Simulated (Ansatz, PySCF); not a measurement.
C4H7NSi. Atoms are numbered in the order given.

```xyz
13

C      2.1386    -0.8929     0.7718
C      0.8227    -0.3084     0.3229
C      0.4289     0.9176     0.9726
N      0.1158     1.9046     1.4987
C      0.0165    -0.8455    -0.6195
Si    -1.6320    -0.1298    -1.1940
H      2.1206    -1.1116     1.8520
H      2.9612    -0.1790     0.6018
H      2.3562    -1.8211     0.2258
H      0.3671    -1.7782    -1.0790
H     -2.1773    -1.0274    -2.2508
H     -2.5927    -0.0604    -0.0574
H     -1.4383     1.2371    -1.7538
```
Charge 0, spin multiplicity 1.

Coordinates come from a B3LYP-D3(BJ)/def2-SVP optimisation. A frequency run showed that this geometry is not a minimum. The structure was generated by enumeration; whether it is a known compound was not checked.

Vertical ionisation energy (IE) and electron affinity (EA) in eV. Rows of orbital energies are one-electron estimates. Where ΔSCF, EOM or ADC give a negative EA the extra electron is unbound and the value depends on the basis.

| level | IE | EA |
|---|---|---|
| −ε(HOMO), −ε(LUMO), ωB97X/def2-TZVP (PySCF) | 10.30 | -0.24 |
| −ε(HOMO), −ε(LUMO), PBE/def2-TZVP (PySCF) | ___ | ___ |
| ΔSCF, ωB97X-V/def2-SVPD (Ansatz), final states of multiplicity 2 and 2 | 10.09 | 0.00 |
| ΔSCF, PBE/def2-SVPD (Ansatz), final states of multiplicity 2 and 2 | 9.74 | 0.14 |

### Question
What belongs in the gaps? (An estimate is asked for; the answer gives what the named calculation found.)

### Answer

- −ε(HOMO), −ε(LUMO), PBE/def2-TZVP (PySCF), IE: 6.95
- −ε(HOMO), −ε(LUMO), PBE/def2-TZVP (PySCF), EA: 2.78

### Question
What vertical singlet–triplet gap does ΔSCF give with ωB97X-V/def2-SVPD (Ansatz, an electronic-structure program) and with PBE/def2-SVPD (Ansatz)? (Estimate from the structure and the level; the computed values follow.)

### Answer
3.61 and 3.44 eV (triplet above singlet where positive).
